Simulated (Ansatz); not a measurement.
The cluster AsP3. The state is a singlet with charge 0. Geometry r2SCAN-D4/def2-SVP.

```tsv
atom	x (Å)	y (Å)	z (Å)
P1	-0.720	0.285	-1.128
P2	0.363	-1.318	-0.048
P3	-0.817	0.178	1.083
As4	1.174	0.855	0.093
```

LC-ωPBE has ω = 0.4 bohr⁻¹. The structure comes from a short search, and lower isomers may exist.

(1) Estimate the orbital energies around the gap (eV) in Ansatz with HF/STO-3G, PBE-D4/def2-TZVP, r2SCAN-D4/def2-TZVP, r2SCAN-D4/def2-TZVPD, LC-ωPBE/def2-TZVP.

Results:

(1) 
| orbital | HF/STO-3G | PBE-D4/def2-TZVP | r2SCAN-D4/def2-TZVP | r2SCAN-D4/def2-TZVPD | LC-ωPBE/def2-TZVP |
| --- | --- | --- | --- | --- | --- |
| HOMO−13 | -29.30 | -41.47 | -42.42 | -42.43 | -47.29 |
| HOMO−12 | -29.30 | -41.47 | -42.42 | -42.43 | -47.29 |
| HOMO−11 | -29.20 | -41.40 | -42.35 | -42.37 | -47.24 |
| HOMO−10 | -29.20 | -41.40 | -42.35 | -42.37 | -47.24 |
| HOMO−9 | -26.21 | -19.65 | -20.57 | -20.58 | -25.80 |
| HOMO−8 | -17.07 | -13.61 | -14.16 | -14.17 | -18.74 |
| HOMO−7 | -17.06 | -13.13 | -13.68 | -13.70 | -18.31 |
| HOMO−6 | -16.24 | -13.13 | -13.68 | -13.70 | -18.31 |
| HOMO−5 | -8.54 | -8.49 | -8.88 | -8.89 | -12.33 |
| HOMO−4 | -7.12 | -7.51 | -7.82 | -7.83 | -11.00 |
| HOMO−3 | -7.09 | -7.14 | -7.43 | -7.44 | -10.62 |
| HOMO−2 | -7.09 | -7.14 | -7.43 | -7.44 | -10.62 |
| HOMO−1 | -6.09 | -6.41 | -6.68 | -6.69 | -9.78 |
| HOMO | -6.09 | -6.41 | -6.68 | -6.69 | -9.78 |
| LUMO | 7.05 | -1.75 | -1.66 | -1.68 | 1.03 |
| LUMO+1 | 7.05 | -1.75 | -1.66 | -1.68 | 1.03 |
| LUMO+2 | 7.46 | -1.60 | -1.48 | -1.50 | 1.28 |
| LUMO+3 | 10.22 | -1.52 | -1.27 | -1.39 | 1.39 |
| LUMO+4 | 10.30 | -1.25 | -0.99 | -1.10 | 1.71 |
| LUMO+5 | 10.30 | -1.25 | -0.99 | -1.10 | 1.71 |
